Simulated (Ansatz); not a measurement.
Relaxation of C$_{3}$H$_{9}$AlSi (14 atoms, charge 0, multiplicity 1), to a largest force component of 0.02 eV/Å in at most 40 steps.

Level of theory: RKS PBE0-D4/STO-3G in Ansatz.

```xyz
14
Properties=species:S:1:pos:R:3
C -1.508 -0.305 1.279
C -0.456 -0.572 0.582
Al 1.033 -1.472 1.449
Si -0.196 -0.068 -1.192
C 0.587 1.571 -1.302
H -1.654 -0.509 2.314
H -2.353 0.265 0.793
H 2.429 -1.774 0.624
H 0.971 -1.863 3.046
H 0.536 -1.082 -1.876
H -1.606 0.018 -1.797
H 1.606 1.511 -0.796
H 0.647 1.902 -2.362
H -0.047 2.349 -0.730
```

Task: Where does it end, and by what steps?

Result: It converged. Limits of this set-up: minimal basis. After 12 steps the energy has fallen by 0.987 eV; H8 moved furthest, 0.61 Å.

```json
{"step": "0", "energy less start (eV)": "0.0000", "largest force component (eV/Å)": "4.526", "accepted": "yes"}
{"step": "1", "energy less start (eV)": "-0.8019", "largest force component (eV/Å)": "1.419", "accepted": "yes"}
{"step": "2", "energy less start (eV)": "-0.7119", "largest force component (eV/Å)": "2.275", "accepted": "no"}
{"step": "3", "energy less start (eV)": "-0.9510", "largest force component (eV/Å)": "0.435", "accepted": "yes"}
{"step": "4", "energy less start (eV)": "-0.9726", "largest force component (eV/Å)": "0.071", "accepted": "yes"}
{"step": "5", "energy less start (eV)": "-0.9777", "largest force component (eV/Å)": "0.094", "accepted": "yes"}
{"step": "6", "energy less start (eV)": "-0.9808", "largest force component (eV/Å)": "0.137", "accepted": "yes"}
{"step": "7", "energy less start (eV)": "-0.9827", "largest force component (eV/Å)": "0.101", "accepted": "yes"}
{"step": "8", "energy less start (eV)": "-0.9843", "largest force component (eV/Å)": "0.080", "accepted": "yes"}
{"step": "9", "energy less start (eV)": "-0.9855", "largest force component (eV/Å)": "0.079", "accepted": "yes"}
{"step": "10", "energy less start (eV)": "-0.9865", "largest force component (eV/Å)": "0.051", "accepted": "yes"}
{"step": "11", "energy less start (eV)": "-0.9867", "largest force component (eV/Å)": "0.074", "accepted": "yes"}
{"step": "12", "energy less start (eV)": "-0.9871", "largest force component (eV/Å)": "0.017", "accepted": "yes"}
```

```xyz
14
Properties=species:S:1:pos:R:3
C -1.617 -0.568 1.251
C -0.447 -0.568 0.602
Al 1.103 -1.169 1.524
Si -0.402 0.035 -1.160
C 0.792 1.466 -1.330
H -1.726 -0.907 2.292
H -2.567 -0.235 0.807
H 2.423 -1.197 0.815
H 0.965 -1.608 2.950
H 0.043 -1.032 -2.029
H -1.716 0.451 -1.595
H 1.803 1.176 -1.026
H 0.844 1.816 -2.365
H 0.488 2.313 -0.708
```

Whether the end is a true minimum wasn't checked by a vibrational analysis.

The run took 35 s on 1 thread of Arm Neoverse V2, with other jobs on the host, peak memory 0.13 GiB.
